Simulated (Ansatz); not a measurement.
Computed with Ansatz.

Basis-set series for CH4AlBrGe. Total charge 0; spin multiplicity 1. The bonds changed during the relaxation, so this is another structure than the one it started from. The geometry is a stationary point of PBE0-D4/def2-TZVP.

```xyz
8

Br   -1.5043   -1.2223    0.9948
C     0.3928   -0.6956    0.5010
Al   -0.4557   -0.6085   -1.2424
Ge    0.2244    1.2761    0.0541
H     1.0624   -1.1908    1.1958
H    -0.8488   -1.4952   -2.4821
H     1.6624    1.8112   -0.1139
H    -0.5331    2.1250    1.0926
```

```json
{"functional": "PBE0-D4", "basis": "def2-SVP", "functions": "116", "energy (Eh)": "-4932.65166", "HOMO (eV)": "-6.56", "LUMO (eV)": "-1.19"}
{"functional": "PBE0-D4", "basis": "def2-QZVPP", "functions": "425", "energy (Eh)": "-4933.46329", "HOMO (eV)": "-6.59", "LUMO (eV)": "-1.37"}
{"functional": "ωB97M-V", "basis": "def2-SVP", "functions": "116", "energy (Eh)": "-4933.06662", "HOMO (eV)": "-8.51", "LUMO (eV)": "0.66"}
{"functional": "ωB97M-V", "basis": "def2-QZVPP", "functions": "425", "energy (Eh)": "-4933.87375", "HOMO (eV)": "-8.57", "LUMO (eV)": "0.25"}
```

Question: Give the rows for def2-TZVPP. (Estimate.)

Answer: The calculation gave: 
| functional | basis | functions | energy (Eh) | HOMO (eV) | LUMO (eV) |
| --- | --- | --- | --- | --- | --- |
| PBE0-D4 | def2-TZVPP | 225 | -4933.35630 | -6.58 | -1.31 |
| ωB97M-V | def2-TZVPP | 225 | -4933.77012 | -8.57 | 0.45 |

Positive LUMOs are unbound and depend on the basis. Scalar relativity is left out up to krypton.
